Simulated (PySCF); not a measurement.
A side-by-side comparison of computed properties.

First species: diethyl sulfone, C4H10O2S.
Geometry (GFN2-xTB, Å), atoms numbered from 1 in this order:
```
atom  x, y, z in Å
C1     2.6991    0.0812    0.2209
C2     1.4105   -0.6450   -0.0969
S3     0.0280    0.4470    0.3962
O4     0.0773    0.6280    1.8216
O5     0.0654    1.6271   -0.4240
C6    -1.4840   -0.4971   -0.0151
C7    -2.6723    0.3558    0.3720
H8     2.7344    0.3045    1.2846
H9     2.7279    1.0206   -0.3261
H10    3.5672   -0.5173   -0.0486
H11    1.3020   -1.5629    0.4734
H12    1.2945   -0.8353   -1.1601
H13   -1.4490   -0.6944   -1.0827
H14   -1.4367   -1.4234    0.5503
H15   -2.6267    0.5787    1.4353
H16   -2.6346    1.2946   -0.1756
H17   -3.6102   -0.1501    0.1514
```

Second species: C₃H₆F₄Si₂.
InChI=1S/C3H6F4Si2/c1-8-9(7)3(6)2(4)5/h9H,8H2,1H3/t9-/m0/s1

Levels: CAM-B3LYP/def2-SVPD for dipole moment, HOMO energy, LUMO energy, HOMO–LUMO gap, static isotropic polarisability and electronic spatial extent ⟨r²⟩ about the centre of nuclear charge; TDDFT CAM-B3LYP/def2-SVPD for lowest singlet excitation; TDA CAM-B3LYP/def2-SVPD for lowest triplet excitation (Tamm–Dancoff); GFN2-xTB for rotational constant A and rotational constant C. Geometries: GFN2-xTB. All species are isolated and taken at one optimised geometry, non-relativistic unless stated; the electronic structure was computed with PySCF and density fitting.

Dipoles, sizes and rotational constants follow the conformer. The torsions of the flexible species, by atom-mapped SMILES:
- `[CH3:1][CH2:2][S:3](=[O:4])(=[O:5])[CH2:6][CH3:7]`: C1–C2–S3–O4 -64°, C2–S3–C6–C7 180°
- `[CH3:1][SiH2:2][Si@H:3]([F:4])[C:5]([F:6])=[C:7]([F:8])[F:9]`: C1–Si2–Si3–F4 179°, Si2–Si3–C5–F6 -18°

```json
{"property": "dipole moment", "column X": "4.53 D", "column Y": "2.91 D"}
{"property": "HOMO energy", "column X": "-9.59 eV", "column Y": "-9.15 eV"}
{"property": "LUMO energy", "column X": "0.79 eV", "column Y": "-0.28 eV"}
{"property": "HOMO–LUMO gap", "column X": "10.38 eV", "column Y": "8.87 eV"}
{"property": "lowest singlet excitation", "column X": "7.57 eV", "column Y": "5.76 eV"}
{"property": "lowest triplet excitation (Tamm–Dancoff)", "column X": "7.42 eV", "column Y": "4.18 eV"}
{"property": "static isotropic polarisability", "column X": "76.0 au", "column Y": "92.5 au"}
{"property": "electronic spatial extent ⟨r²⟩ about the centre of nuclear charge", "column X": "976 bohr²", "column Y": "2038 bohr²"}
{"property": "rotational constant A", "column X": "4.362 GHz", "column Y": "1.851 GHz"}
{"property": "rotational constant C", "column X": "1.452 GHz", "column Y": "0.517 GHz"}
```

(1) Which column belongs to which species?

(2) How does each property change from the first species to the second?

## Answers

(1) Column X is the first species and column Y the second. The first has 17 atoms and 66 electrons, the second 15 and 88.

(2) dipole moment -1.62 D; HOMO energy +0.44 eV; LUMO energy -1.07 eV; HOMO–LUMO gap -1.51 eV; lowest singlet excitation -1.81 eV; lowest triplet excitation (Tamm–Dancoff) -3.24 eV; static isotropic polarisability +16.5 au; electronic spatial extent ⟨r²⟩ about the centre of nuclear charge +1062 bohr²; rotational constant A -2.511 GHz; rotational constant C -0.935 GHz.

On the first: The principal polarisabilities are 66.8, 69.6 and 91.5 au; their mean is the isotropic value. A dipole of 4.53 D is allowed in C2v, and pure rotational transitions are dipole-allowed.

On the second: The vertical singlet–triplet gap S1 − T1 is 1.58 eV (TDDFT singlet less Tamm–Dancoff triplet; S1: HOMO→LUMO, weight 0.74; T1: HOMO→LUMO, weight 0.39, beside HOMO→LUMO+2, weight 0.24). In wavenumbers S1 is 46400 cm⁻¹ (1 eV = 8065.54 cm⁻¹).
